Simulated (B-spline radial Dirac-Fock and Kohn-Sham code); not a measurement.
Atomic SCF run for Pd³⁺

ΔSCF core binding energies without Breit or QED terms, calculated with a B-spline atomic structure program. Keys: rel is the Hamiltonian (dirac, or spin-free x2c and nr, where L3 and M5 stand for the whole 2p and 3d shells), method is hf or an exchange,correlation pair (spin-unpolarised, also for the hole states), nuc the nuclear model, radius_factor scales its radius, rmax is the box in bohr, h the logarithmic mesh step, order the B-spline order, points the quadrature points per cell, c_factor scales the speed of light, and damp, ndamp, maxit and tol steer the iteration. The run stops when the commutator error falls below 10·tol·max(1, Z/10), or the numerical noise floor, and the energy has settled to about 1e-8 Ha; the virial ratio is −V/T.

Input (task.json):

```json
{"items": [{"Z": 46, "q": 3, "cfg": [[1, 0, 2], [2, 0, 2], [2, 1, 6], [3, 0, 2], [3, 1, 6], [3, 2, 10], [4, 0, 2], [4, 1, 6], [4, 2, 7]], "A": 106, "rrms": 4.5318, "do": "settings", "holes": ["K", "L3", "M5"],
  "settings": [{"rel": "dirac", "method": "hf", "nuc": "fermi", "radius_factor": 1.0, "rmax": 45.0, "h": 0.3, "order": 8, "points": 2, "c_factor": 1.0, "maxit": 77, "damp": 0.5, "ndamp": 3, "tol": 1e-08}]}]}
```

Command: `python xray2_run.py task.json out`

Ground-state iterations:

```
iter   energy (Ha)        error
   1    -5031.76818556  1.64e+00
   2    -5039.30604370  4.34e-01
   3    -5042.03380121  1.24e-01
   4    -5042.25095598  3.19e-02
   5    -5042.26484717  1.65e-02
   6    -5042.26858551  1.76e-03
   7    -5042.26860983  1.84e-04
   8    -5042.26860999  3.17e-05
   9    -5042.26861000  3.20e-06
  10    -5042.26861000  2.62e-07
```

The ground state converged in 10 iterations, with total energy -5042.26861 Ha, virial ratio 1.95723 and highest orbital energy -48.85 eV. ΔSCF binding energies: K (1s) 24475.2 eV, L3 (2p3/2) 3231.8 eV, M5 (3d5/2) 386.6 eV.

Question: One setting is unsound. Which, and why?

Answer: points is too small to integrate the splines. With the default settings (Dirac Hartree-Fock): The ground state converged in 10 iterations, with total energy -5042.28489 Ha, virial ratio 1.95723 and highest orbital energy -48.86 eV. ΔSCF binding energies: K (1s) 24475.2 eV, L3 (2p3/2) 3231.9 eV, M5 (3d5/2) 386.7 eV.
